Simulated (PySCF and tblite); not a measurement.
Values are calculated unless marked as measured or tabulated.
Stationary points of C$_{3}$H$_{6}$N$_{2}$OSi at GFN2-xTB, in Å:

Structure A

```
 1 Si   -2.065    0.915   -0.204
 2 N    -1.095   -0.526   -0.085
 3 C     0.260   -0.424    0.158
 4 C     1.342   -0.733   -0.620
 5 C     2.441   -0.349    0.177
 6 N     2.047    0.142    1.318
 7 O     0.693    0.105    1.322
 8 H    -1.431    1.692   -1.267
 9 H    -2.139    1.702    1.029
10 H    -3.371    0.373   -0.568
11 H    -1.513   -1.318    0.384
12 H     1.344   -1.163   -1.598
13 H     3.487   -0.417   -0.046
```

Structure B

```
 1 Si   -2.038    0.686   -0.562
 2 N    -1.088   -0.324    0.485
 3 C     0.263   -0.417    0.479
 4 C     1.224    0.198   -0.287
 5 C     2.425   -0.338    0.214
 6 N     2.209   -1.186    1.179
 7 O     0.853   -1.245    1.356
 8 H    -1.787    0.300   -1.952
 9 H    -1.659    2.084   -0.350
10 H    -3.400    0.397   -0.131
11 H    -1.513   -0.916    1.182
12 H     1.082    0.910   -1.070
13 H     3.428   -0.131   -0.100
```

Structure C

```
 1 Si   -2.131    0.935    0.091
 2 N    -1.030   -0.354   -0.322
 3 C     0.290   -0.277   -0.040
 4 C     1.353   -1.121   -0.260
 5 C     2.441   -0.414    0.287
 6 N     2.072    0.732    0.784
 7 O     0.719    0.829    0.584
 8 H    -1.712    2.148   -0.606
 9 H    -2.126    1.109    1.541
10 H    -3.397    0.404   -0.411
11 H    -1.305   -1.203   -0.786
12 H     1.350   -2.080   -0.733
13 H     3.471   -0.708    0.330
```

The path came from a restrained scan, a climbing-image band and a saddle search at GFN2-xTB; energies are revPBE/pcSseg-1 + D3(BJ)//GFN2-xTB, thermal terms GFN2-xTB.

Q: Which structure is a saddle point, and along which motion?

A: A: one imaginary mode (136i cm⁻¹ at GFN2-xTB, mostly on H11, O7, C4), along the rotation about the C3–N2 bond (torsion C4–C3–N2–Si1 from -179° to 0°, rising).

Q: Give their symmetry and energies above the lowest.

A: A C1, 5.6 kcal/mol; B Cs, 0.0 kcal/mol; C Cs, 0.5 kcal/mol.
